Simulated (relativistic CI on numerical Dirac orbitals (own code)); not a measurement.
Zn4+: K-beta X-ray emission

Computed with this model: Dirac-Coulomb-Breit CI, orbitals from a KLI potential per configuration, a model potential for QED, multiplet model of X-ray emission after core ionisation, unscaled Slater integrals; configurations [Ar] 3d8 → 1s 2s2 2p6 3s2 3p6 3d8 → [Ne] 3s2 3p5 3d8; 300 K; Lorentzian 1.6 eV and Gaussian 1 eV FWHM. Energies are those of the free ion, without screening or charge transfer. S is read from ⟨S²⟩ = S(S + 1).

Field parameters in Wybourne normalisation: D3d B²₀ = −7Dσ, B⁴₀ = −14Dq − 21Dτ, B⁴₃ = −14√(10/7) Dq. The field is a parameter set, without covalency.

free ion: ground-state S = 1.00, centroid 9574.14 eV. Peaks (eV, height): 9558.0 (39), 9561.0 (22), 9565.8 (19), 9570.4 (64), 9575.8 (84), 9580.2 (35), 9583.4 (100).

D3d, 10Dq = 19600, Dσ = -1200, Dτ = 370 cm⁻¹: ground-state S = 1.00, centroid 9573.92 eV. Peaks (eV, height): 9555.8 (16), 9558.0 (21), 9562.4 (27), 9567.2 (18), 9573.0 (58), 9581.8 (100).

Strongest unbroadened transitions for D3d, 10Dq = 19600, Dσ = -1200, Dτ = 370 cm⁻¹:

| Energy (eV) | Relative strength |
| --- | --- |
| 9555.74 | 22.1 |
| 9558.77 | 19.6 |
| 9562.24 | 32.4 |
| 9562.35 | 34.3 |
| 9563.79 | 41.0 |
| 9572.18 | 17.8 |
| 9573.28 | 17.5 |
| 9573.36 | 25.6 |
| 9573.52 | 26.7 |
| 9573.54 | 25.8 |
| 9579.26 | 31.0 |
| 9579.94 | 57.9 |
| 9580.82 | 74.2 |
| 9580.85 | 33.5 |
| 9580.86 | 42.5 |
| 9582.08 | 93.8 |
| 9582.15 | 100.0 |
| 9582.21 | 91.2 |
